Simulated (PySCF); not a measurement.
NaF, SMILES [F][Na]. The structure is a stationary point at PBE-D3(BJ)/def2-TZVPD.

Computed equilibrium geometry at PBE-D3(BJ)/def2-TZVPD (PySCF confirms it by a frequency run) as bond lengths and angles, and its point group:
point group C∞v.
Atoms: Na1 F2. Bond lengths (Å): Na1–F2 1.950.
Charge 0, spin multiplicity 1.
